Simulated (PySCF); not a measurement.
Isomers of C6H18BN. The calculation used TDDFT CAM-B3LYP/def2-SVPD, vertical, gas phase, core orbitals frozen in the response in PySCF. Geometries: PBE0-D3(BJ)/def2-SVP; one conformer of each isolated species. Triplets are in the Tamm–Dancoff approximation. 'Strongest' means the level of largest summed f among the lowest 10 singlets; it needn't be the same kind of state in each.

Question: Rank by computed lowest singlet excitation energy, highest first.
A. `CC(C)[BH2-][N+](C)(C)C`
B. `[BH3-][N@H+](C)C(CC)CC`
C. `CCC[B@H-]([NH3+])C(C)C`
D. `[BH3-][N+](C)(C)CC(C)C`

Answer: D (7.61 eV), B (7.29 eV), A (7.08 eV), C (6.25 eV).

```
                SMILES  S1 (eV)  strongest (eV)  LUMO (eV)  HOMO (eV)  T1 (eV)  f (S1)    S1 mainly
[BH3-][N+](C)(C)CC(C)C     7.61            8.86       1.03      -9.00     7.43   0.051    H→L (72%)
[BH3-][N@H+](C)C(CC)CC     7.29            8.17       0.91      -8.97     7.11   0.031  H-1→L (41%)
CC(C)[BH2-][N+](C)(C)C     7.08            7.86       0.98      -8.44     6.95   0.014    H→L (80%)
CCC[B@H-]([NH3+])C(C)C     6.25            7.80       0.47      -8.41     6.17   0.005    H→L (96%)
```

H and L stand for HOMO and LUMO.

Without π bonds the low states are Rydberg-like; a valence basis with one diffuse set may place them up to an eV too high.
